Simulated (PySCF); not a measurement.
From one molecule to another.

First species: Cu(AsH3)H (singlet state).
SMILES: `[H][Cu]<-[AsH3]`

Second species: C6H12GeO.
SMILES: `C[C](=O)[GeH]1[CH2]CC[CH2]1`

Levels: B3LYP/def2-SVPD for HOMO energy, LUMO energy, HOMO–LUMO gap and static isotropic polarisability; TDDFT B3LYP/def2-SVPD for lowest singlet excitation; TDA B3LYP/def2-SVPD for lowest triplet excitation (Tamm–Dancoff). Geometries: PBE0-D3(BJ)/def2-SVP. Each species is one conformer at its optimised geometry, gas phase, non-relativistic unless stated. Electronic properties by PySCF.

```tsv
property	column X	column Y
HOMO energy	-5.95 eV	-6.43 eV
LUMO energy	-1.08 eV	-1.26 eV
HOMO–LUMO gap	4.87 eV	5.17 eV
lowest singlet excitation	3.99 eV	3.54 eV
lowest triplet excitation (Tamm–Dancoff)	3.60 eV	2.95 eV
static isotropic polarisability	64.8 au	105.7 au
```

**Question.** Which column belongs to which species?

**Answer.** Column X is the first species and column Y the second. The first has 6 atoms and 66 electrons, the second 20 and 88.

**Question.** How does each property change from the first species to the second?

**Answer.** HOMO energy -0.48 eV; LUMO energy -0.18 eV; HOMO–LUMO gap +0.30 eV; lowest singlet excitation -0.45 eV; lowest triplet excitation (Tamm–Dancoff) -0.65 eV; static isotropic polarisability +40.9 au.

On the first: The 15 singlets span 3.99 to 5.57 eV, and their oscillator strengths add up to 0.12. The principal polarisabilities are 55.9, 55.9 and 82.5 au; their mean is the isotropic value. The calculation is non-relativistic and has no spin–orbit coupling, an omission that weighs most on arsenic.

On the second: In wavenumbers S1 is 28600 cm⁻¹ (1 eV = 8065.54 cm⁻¹). The polarisability is 15.67 Å³ as a volume (1 au = 0.148185 Å³), or 1.20 au for each of the 88 electrons. The calculation is non-relativistic and has no spin–orbit coupling, an omission that weighs most on germanium.
